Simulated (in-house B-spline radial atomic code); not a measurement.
A run on the niobium ion Nb²⁺ (an excited or competing configuration) that did not converge. Method: scalar-relativistic (X2C) wB97X, spin-polarised, spherical fractional occupations, exact exchange averaged over the configuration, Fermi nucleus of rms radius 4.324 fm; computed with an all-electron radial atomic-structure program (B-spline basis).

Command:
```bash
python run_scf.py task.json out
```
Settings (nuclear radius in fm, mass in u):
```
Z                41
configuration    [Kr] 4d2 5d1
hamiltonian      x2c
method           wb97x
spin_polarised   True
nucleus          fermi
rms_radius       4.324
atomic_mass      92.90637
speed_of_light   137.035999084
exact_exchange   averaged over the configuration
```

First and last ten iterations of the last attempt (damped for 15 steps, keeping 80 % of the old Fock matrix, then DIIS):
```
 iter        energy (Eh)    residual
    1       -3813.982073    4.27e-01
    2       -3816.896055    2.01e-01
    3       -3817.555485    1.28e-01
    4       -3817.871025    8.90e-02
    5       -3818.020484    6.49e-02
    6       -3818.090902    4.75e-02
    7       -3818.124198    3.50e-02
    8       -3818.140141    2.60e-02
    9       -3818.147938    1.94e-02
   10       -3818.151866    1.46e-02
  111       -3818.156919    6.07e-07
  112       -3818.156919    5.25e-07
  113       -3818.156919    5.11e-07
  114       -3818.156919    1.41e-05
  115       -3818.156919    1.28e-05
  116       -3818.156919    4.97e-06
  117       -3818.156919    6.33e-07
  118       -3818.156919    6.30e-07
  119       -3818.156919    6.88e-07
  120       -3818.156919    6.61e-07
 not converged after 120 iterations
```

The smallest residual met was 4.7e-07; the threshold is about 4e-07. Over the last five steps the energy moves by less than 1e-08 hartree, but the orbitals didn't meet the threshold. Time taken, with all properties: 14 s on 1 thread of Intel(R) Xeon(R) 6975P-C, on a shared host.
